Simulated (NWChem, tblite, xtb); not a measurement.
## A ladder of methods for C2H6OSi (SMILES CO[Si]C)

C2H6OSi: 10 atoms, total charge 0, spin state singlet. As SMILES, `CO[Si]C`. Geometry: relaxed at PBE0-D4/def2-TZVP. This is one conformer, not always the lowest.

```xyz
10

C    -0.4538    1.2627   -0.7825
O     0.8929    1.0667   -0.4235
Si    1.6951   -0.1244    0.3804
C     0.3084   -1.3650    0.8033
H    -0.5272    1.3448   -1.8698
H    -1.0972    0.4457   -0.4453
H    -0.8096    2.1976   -0.3424
H    -0.1844   -1.7512   -0.0972
H    -0.4676   -0.9124    1.4325
H     0.7263   -2.2158    1.3474
```

Each level gives the dipole moment (D). The values are calculated.

```
                             level             kind  program  value (D)   CPU time
                          GFN2-xTB   semi-empirical   tblite       1.93  under 2 s
                         IPEA1-xTB   semi-empirical   tblite       2.17  under 2 s
                          GFN0-xTB   semi-empirical      xtb       1.29  under 2 s
                          GFN1-xTB   semi-empirical      xtb       2.04  under 2 s
                         HF/STO-3G     Hartree–Fock   NWChem       0.73      2.1 s
                          HF/3-21G     Hartree–Fock   NWChem       2.72      2.6 s
                     GAM/6-311+G**              GGA   NWChem       2.42       91 s
B3LYP/6-31G* (Cartesian functions)    global hybrid   NWChem       2.50       31 s
                    M08-HX/cc-pVDZ  hybrid meta-GGA   NWChem       2.32       24 s
```

The values span 0.73 to 2.72 D. Magnitudes only. Sets without polarisation functions give poor dipoles. Times are those of the runs behind each value, whatever else they computed, on shared processors of several kinds: orders of magnitude only.
